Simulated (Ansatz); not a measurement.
Consider the atomization: `ClB(Cl)[Si](Cl)(Cl)Cl` → B• + 5 Cl• + Si•.

Gas-phase electronic energies from Ansatz, PBE0-D4/def2-TZVP geometries. CBS: MP2 limit from def2 TZ/QZ plus the TZ coupled-cluster correction, frozen cores. This one scheme is used for every species, atoms too. For atomizations the MP2-based limit and the directly extrapolated one differ by several kJ/mol either way, and by 10 to 25 for some Ge, Se and Sn compounds, so smaller differences from it don't rank the levels. Functionals use def2-TZVPP. No spin–orbit coupling; open shells (•) take unrestricted orbitals. Spin–orbit coupling would lower the free atoms: a little for B, Cl, Si. One conformer a species, not always the lowest.

| level | ΔE (kJ/mol) |
| --- | --- |
| r2SCAN-D4 | 2432.2 |
| SCS-MP2/def2-TZVPP | 2332.7 |

**Question.** What does CCSD(T)/CBS give? (Estimate.)

**Answer.** The calculation gave: +2373.3 kJ/mol. The listed levels differ from it by 58.9, -40.6 kJ/mol.

Largest T1 diagnostic among the species: 0.014.

The D4 term adds +64.3 kJ/mol with B3LYP and +34.2 kJ/mol with PBE0; it sums over pairs of atoms, weighted by their polarisabilities, and B3LYP, whose exchange is more repulsive, gets the larger term. From r2SCAN to r2SCAN0 (25 % exact exchange), in def2-TZVPP and without D4, ΔE moves by −51.8 kJ/mol: exact exchange takes away binding that semilocal exchange gives to molecules. In def2-TZVPP, CCSD(T) changes the Hartree–Fock value by +518.1 kJ/mol (the triples alone add +64.8 kJ/mol) and MP2 by +661.6 kJ/mol; breaking electron pairs costs correlation energy, which Hartree–Fock lacks.

B3LYP here is the variant with VWN-RPA as its local correlation; programs differ in this.
